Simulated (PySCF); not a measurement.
# Sulfur: a sound run and one with changed settings

Sound run: S⁺ [Ne] 3s2 3p3, S²⁺ [Ne] 3s2 3p2. Calculation: PySCF 2.14, in cc-pV(D+d)Z; no relativity, point nucleus. In the sound run the correlated levels freeze [Ne]. The sound run starts from symmetry-adapted Hartree-Fock orbitals and uses a fine grid where one is needed.

Changed run: initial guess 1e, at most 50 SCF cycles.

| species | method | sound run (hartree) | changed run (hartree) | converged |
| --- | --- | --- | --- | --- |
| S⁺ | UHF | -397.15881 | -397.15881 | yes |
| S⁺ | r2SCAN | -397.69735 | -397.69735 | yes |
| S⁺ | CCSD(T) | -397.24984 | -397.24984 | yes |
| S²⁺ | B3LYP | -396.88398 | -396.88398 | yes |
| S²⁺ | MP2 | -396.37712 | -396.37712 | yes |

Here the plain start reaches the same solutions.
